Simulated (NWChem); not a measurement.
All runs are NWChem calculations. System: bromine (Br₂), charge 0, spin multiplicity 1, at a geometry optimised with PBE0/def2-SVP. Level: CCSD(T)/def2-TZVP, 18 core orbitals frozen.

NWChem printed:

```
             Northwest Computational Chemistry Package (NWChem) 7.3.0
             --------------------------------------------------------

                                NWChem Input Module
                                -------------------

 Scaling coordinates for geometry "geometry" by  1.889725989
 (inverse scale =  0.529177249)

 Turning off AUTOSYM since
 SYMMETRY directive was detected!

                             Geometry "geometry" -> ""
                             -------------------------

 Output coordinates in angstroms (scale by  1.889725989 to convert to a.u.)

  No.       Tag          Charge          X              Y              Z
 ---- ---------------- ---------- -------------- -------------- --------------
    1 Br                  35.0000     0.00000000     0.00000000     1.14917100
    2 Br                  35.0000     0.00000000     0.00000000    -1.14917100

 Effective nuclear repulsion energy (a.u.)     282.0477239787

            Nuclear Dipole moment (a.u.)
            ----------------------------
        X                 Y               Z
 ---------------- ---------------- ----------------
     0.0000000000     0.0000000000     0.0000000000

      Symmetry information
      --------------------

 Group name             D2h
 Group number             26
 Group order               8
 No. of unique centers     1

      Symmetry unique atoms

     1


 Summary of "ao basis" -> "" (spherical)
 ------------------------------------------------------------------------------
       Tag                 Description            Shells   Functions and Types
 ---------------- ------------------------------  ------  ---------------------
 *                         def2-tzvp                  on all atoms

 Summary of "ao basis" -> "ao basis" (spherical)
 ------------------------------------------------------------------------------
       Tag                 Description            Shells   Functions and Types
 ---------------- ------------------------------  ------  ---------------------
 Br                        def2-tzvp                16       48   6s5p4d1f

                                 NWChem SCF Module
                                 -----------------

  ao basis        = "ao basis"
  functions       =    96
  atoms           =     2
  closed shells   =    35
  open shells     =     0
  charge          =   0.00
  wavefunction    = RHF
  use symmetry    = T
  symmetry adapt  = T

 Summary of "ao basis" -> "ao basis" (spherical)
 ------------------------------------------------------------------------------
       Tag                 Description            Shells   Functions and Types
 ---------------- ------------------------------  ------  ---------------------
 Br                        def2-tzvp                16       48   6s5p4d1f

      Symmetry analysis of basis
      --------------------------

        ag         21
        au          5
        b1g         5
        b1u        21
        b2g        11
        b2u        11
        b3g        11
        b3u        11

 Forming initial guess at       0.1s

      Superposition of Atomic Density Guess
      -------------------------------------

 Sum of atomic energies:       -5144.79800015

      Non-variational initial energy
      ------------------------------

 Total energy =   -5144.891163
 1-e energy   =   -7727.774134
 2-e energy   =    2300.835247
 HOMO         =      -0.326451
 LUMO         =      -0.131720

      Symmetry analysis of molecular orbitals - initial
      -------------------------------------------------

 !! scf_movecs_sym_adapt:   64 vectors were symmetry contaminated

  Symmetry fudging

 !! scf_movecs_sym_adapt:   56 vectors were symmetry contaminated

  Numbering of irreducible representations:

     1 ag          2 au          3 b1g         4 b1u         5 b2g
     6 b2u         7 b3g         8 b3u

  Orbital symmetries:

     1 b1u         2 ag          3 b1u         4 ag          5 b1u
     6 ag          7 b2g         8 b3g         9 b3u        10 b2u
    11 ag         12 b1u        13 ag         14 b1u        15 b2u
    16 b3u        17 b3g        18 b2g        19 ag         20 b2u
    21 b3u        22 b2g        23 b3g        24 b1u        25 ag
[...]
 Same spin scaling factor:                1.130000000000000
 Opposite spin contribution:             -0.404893164831012
 Opposite spin scaling fact.:             1.270000000000000
 SCS-CCSD correlation energy:            -0.688154916727693
 Total SCS-CCSD energy:               -5145.508698651524355
 memory            104842380

*********triples calculation*********

nkpass=    1; nvpass=    1; memdrv=         373869; memtrn=        2910263; memavail=      104841324
 memory available/node                      104841324
 total number of virtual orbitals        61
 number of virtuals per integral pass    61
 number of integral evaluations           1
 number of occupied per triples pass     17
 number of triples passes                 1

 commencing integral evaluation        1 at         118.34
  symmetry use  T
task         3 out of       528 done   0%  at       0.0 secs
task        30 out of       528 done   5%  at       0.5 secs
task        54 out of       528 done  10%  at       0.8 secs
task        80 out of       528 done  15%  at       1.1 secs
task       106 out of       528 done  20%  at       1.6 secs
task       132 out of       528 done  25%  at       1.9 secs
task       166 out of       528 done  31%  at       2.2 secs
task       185 out of       528 done  35%  at       2.3 secs
task       212 out of       528 done  40%  at       2.4 secs
task       238 out of       528 done  45%  at       2.5 secs
task       266 out of       528 done  50%  at       2.6 secs
task       291 out of       528 done  55%  at       2.8 secs
task       317 out of       528 done  60%  at       3.0 secs
task       344 out of       528 done  65%  at       3.2 secs
task       373 out of       528 done  70%  at       3.3 secs
task       396 out of       528 done  75%  at       3.3 secs
task       423 out of       528 done  80%  at       3.4 secs
task       449 out of       528 done  85%  at       3.5 secs
task       476 out of       528 done  90%  at       3.6 secs
task       502 out of       528 done  95%  at       3.7 secs
task       528 out of       528 done 100%  at       3.8 secs
 commencing triples evaluation - blocking       1
 ccsd(t): done        1 out of       61 progress:    1.6%
 ccsd(t): done        2 out of       61 progress:    3.3%
 ccsd(t): done        3 out of       61 progress:    4.9%
 ccsd(t): done        4 out of       61 progress:    6.6%
 ccsd(t): done        5 out of       61 progress:    8.2%
 ccsd(t): done        6 out of       61 progress:    9.8%
 ccsd(t): done        7 out of       61 progress:   11.5%
 ccsd(t): done        8 out of       61 progress:   13.1%
 ccsd(t): done        9 out of       61 progress:   14.8%
 ccsd(t): done       10 out of       61 progress:   16.4%
 ccsd(t): done       11 out of       61 progress:   18.0%
 ccsd(t): done       12 out of       61 progress:   19.7%
 ccsd(t): done       13 out of       61 progress:   21.3%
 ccsd(t): done       14 out of       61 progress:   23.0%
 ccsd(t): done       15 out of       61 progress:   24.6%
 ccsd(t): done       16 out of       61 progress:   26.2%
 ccsd(t): done       17 out of       61 progress:   27.9%
 ccsd(t): done       18 out of       61 progress:   29.5%
 ccsd(t): done       19 out of       61 progress:   31.1%
 ccsd(t): done       20 out of       61 progress:   32.8%
 ccsd(t): done       21 out of       61 progress:   34.4%
 ccsd(t): done       22 out of       61 progress:   36.1%
 ccsd(t): done       23 out of       61 progress:   37.7%
 ccsd(t): done       24 out of       61 progress:   39.3%
 ccsd(t): done       25 out of       61 progress:   41.0%
 ccsd(t): done       26 out of       61 progress:   42.6%
 ccsd(t): done       27 out of       61 progress:   44.3%
 ccsd(t): done       28 out of       61 progress:   45.9%
 ccsd(t): done       29 out of       61 progress:   47.5%
 ccsd(t): done       30 out of       61 progress:   49.2%
 ccsd(t): done       31 out of       61 progress:   50.8%
 ccsd(t): done       32 out of       61 progress:   52.5%
 ccsd(t): done       33 out of       61 progress:   54.1%
 ccsd(t): done       34 out of       61 progress:   55.7%
 ccsd(t): done       35 out of       61 progress:   57.4%
 ccsd(t): done       36 out of       61 progress:   59.0%
 ccsd(t): done       37 out of       61 progress:   60.7%
 ccsd(t): done       38 out of       61 progress:   62.3%
 ccsd(t): done       39 out of       61 progress:   63.9%
 ccsd(t): done       40 out of       61 progress:   65.6%
 ccsd(t): done       41 out of       61 progress:   67.2%
 ccsd(t): done       42 out of       61 progress:   68.9%
 ccsd(t): done       43 out of       61 progress:   70.5%
 ccsd(t): done       44 out of       61 progress:   72.1%
 ccsd(t): done       45 out of       61 progress:   73.8%
 ccsd(t): done       46 out of       61 progress:   75.4%
 ccsd(t): done       47 out of       61 progress:   77.0%
 ccsd(t): done       48 out of       61 progress:   78.7%
 ccsd(t): done       49 out of       61 progress:   80.3%
 ccsd(t): done       50 out of       61 progress:   82.0%
 ccsd(t): done       51 out of       61 progress:   83.6%
 ccsd(t): done       52 out of       61 progress:   85.2%
 ccsd(t): done       53 out of       61 progress:   86.9%
 ccsd(t): done       54 out of       61 progress:   88.5%
 ccsd(t): done       55 out of       61 progress:   90.2%
 ccsd(t): done       56 out of       61 progress:   91.8%
 ccsd(t): done       57 out of       61 progress:   93.4%
 ccsd(t): done       58 out of       61 progress:   95.1%
 ccsd(t): done       59 out of       61 progress:   96.7%
 ccsd(t): done       60 out of       61 progress:   98.4%
 ccsd(t): done       61 out of       61 progress:  100.0%
 Time for integral evaluation pass     1        3.93
 Time for triples evaluation pass      1       18.61

 pseudo-e(mp4)  -0.19965921033222E-01
 pseudo-e(mp5)   0.55626645298133E-03
        e(t)    -0.19409654580241E-01

 --------------
 CCSD(T) Energy
 --------------
 Reference energy:                   -5144.820543734796956

 CCSD corr. energy:                     -0.558822897036594
 T(CCSD) corr. energy:                  -0.019965921033222
 Total CCSD+T(CCSD) energy:          -5145.399332552866326

 CCSD corr. energy:                     -0.558822897036594
 (T) corr. energy:                      -0.019409654580241
 Total CCSD(T) energy:               -5145.398776286413522

 routine      calls  cpu(0)   cpu-min  cpu-ave  cpu-max   i/o
 aoccsd          1     0.02     0.02     0.02     0.02    0.00
 iterdrv         1     0.04     0.04     0.04     0.04    0.00
 pampt          10     0.21     0.21     0.21     0.21    0.00
 t2pm           10     0.38     0.38     0.38     0.38    0.00
 sxy            10     0.43     0.43     0.43     0.43    0.00
 ints      2646060    78.05    78.05    78.05    78.05    0.00
 t2eri        5280    26.65    26.65    26.65    26.65    0.00
 idx2         5280     2.08     2.08     2.08     2.08    0.00
 idx34          10     0.30     0.30     0.30     0.30    0.00
 ht2pm          10     0.68     0.68     0.68     0.68    0.00
 itm            10     3.29     3.29     3.29     3.29    0.00
 pdiis          10     0.08     0.08     0.08     0.08    0.00
 triples         1     0.00     0.00     0.00     0.00    0.00
 rdtrpo          1     0.02     0.02     0.02     0.02    0.00
 trpmos          1     3.93     3.93     3.93     3.93    0.00
 trpdrv          1     2.13     2.13     2.13     2.13    0.00
 dovvv      317322     8.62     8.62     8.62     8.62    0.00
 doooo      317322     2.85     2.85     2.85     2.85    0.00
 tengy      299693     4.87     4.87     4.87     4.87    0.00
 Total               134.63   134.63   134.63   134.63    0.00

 Task  times  cpu:      142.2s     wall:      142.2s

 Total times  cpu:      142.3s     wall:      142.3s
```

**Question.** Write an NWChem input that would produce this output.

**Answer.** Several could match; the one computed here: 
```
start mol
memory heap 100 mb stack 700 mb global 1900 mb
geometry units angstroms nocenter noautoz
  Br     0.000000     0.000000     1.149171
  Br     0.000000     0.000000    -1.149171
  symmetry group D2h
end
basis spherical
  * library def2-tzvp
end
scf
  rhf
  nopen 0
  maxiter 100
  thresh 1e-7
  semidirect memsize 60000000 filesize 0
end
ccsd
  freeze core 18
  maxiter 60
end
task ccsd(t) energy
```
